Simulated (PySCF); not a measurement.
## Which determinant of RbF lies lowest?

Unrestricted PBE0; basis Rb def2-SVPD with ECP28, F def2-SVPD; scalar-relativistic core potentials; PySCF 2.14. Outer shells of the fragments: Rb 5s1; F 2s2 2p5.

Followed along the bond (rough minima from three points):

```tsv
2Ms+1	unpaired	⟨S²⟩ at the start	R at minimum (Å)	Te (eV)
1	none	0.00	2.36	0.00
3	σ ↑, π ↑	2.00	none in the scan	≤ 4.88
```

Solutions found at the starting distance of 2.675 Å, counted from the lowest of them; the search is not exhaustive and high or unbound solutions are not listed, so other states can lie among these:

```
2Ms+1  unpaired   term  E (eV)  ⟨S²⟩  ⟨Lz²⟩   μ (D)
    1      none    ¹Σ⁺    0.00  0.00   0.00  -11.01
    3  σ ↑, π ↑     ³Π    4.72  2.00   1.00    1.35
    1  σ ↓, π ↑  mixed    4.74  1.00   1.00    1.53
    3      σ ↑↑    ³Σ⁺    4.79  2.00   0.00    1.55
    3      π ↑↑  mixed    5.98  2.00   2.00    0.08
    3      π ↑↑  mixed    6.01  2.00   2.00    0.64
```

A term symbol is given only where ⟨S²⟩ and ⟨Lz²⟩ are close to those of a pure state; real π, δ and φ orbitals otherwise mix terms. A positive dipole means Rb(−)F(+).

Counting both spins, an empty level lies below a filled one in some of these solutions, because spin and occupation are held.
